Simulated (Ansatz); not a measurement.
`C=[N][AlH2]` + `C=C=C=N` → `C=C=C=[N][AlH2]` + `C=N` at 500 K and 1 bar (ligand exchange at the Al–N bond).

Program: Ansatz. Geometries: PBE0-D4/def2-TZVP. ΔE: electronic, gas phase. CCSD(T)/CBS is the MP2 limit (def2-TZVPP, def2-QZVPP) plus CCSD(T) − MP2 in def2-TZVPP, frozen cores. This one scheme is used for every species. One conformer a species, not always the lowest.

```
          species  CCSD(T)/CBS energy (Eh)  H − E (kJ/mol)  S (J/(mol·K))
    `C=[N][AlH2]`               -337.15304           145.7          321.9
        `C=C=C=N`               -170.55528           159.7          317.2
`C=C=C=[N][AlH2]`               -413.19818           184.1          398.4
            `C=N`                -94.52360           124.2          249.5
```

H − E and S are ideal-gas, rigid-rotor, harmonic terms from PBE0-D4/def2-TZVP, for one conformer and one mirror image of each species. 1 Eh = 2625.50 kJ/mol, R = 8.31446 J/(mol·K).

Q: By hand: ΔE, ΔH, ΔS and ΔG.

A: ΔE = (-413.19818) + (-94.52360) − (-337.15304) − (-170.55528) = -0.01346 Eh = -35.3 kJ/mol. Δ(H − E) = 184.1 + 124.2 − 145.7 − 159.7 = 2.9, so ΔH = -32.4 kJ/mol. ΔS = 398.4 + 249.5 − 321.9 − 317.2 = 8.8 J/(mol·K). ΔG = -32.4 − 500 × (8.8)/1000 = -36.8 kJ/mol.

Q: By hand: the equilibrium constant, and the temperature at which ΔG would vanish if ΔH and ΔS stayed fixed.

A: log₁₀ K = −ΔG/(RT ln 10) = 3.8. ΔH and −TΔS have one sign here, so there is no such temperature.

The number of gas molecules stays the same, so ΔS is small and ΔH decides. A doubt of 5 kJ/mol in ΔE shifts log₁₀ K by 0.5 here. Other conformers and mirror images would add mixing entropy, several J/(mol·K) or more a flexible species. Modes under 60 cm⁻¹, often nearly free rotors, make the harmonic entropy too high. These are equilibria of isolated gas molecules and say nothing of rates. Largest T1 diagnostic: 0.016 (customary marks: 0.02 for closed shells, 0.045 for open ones).

ΔS is within the doubt of such terms, so its sign, and with it that verdict, could turn.
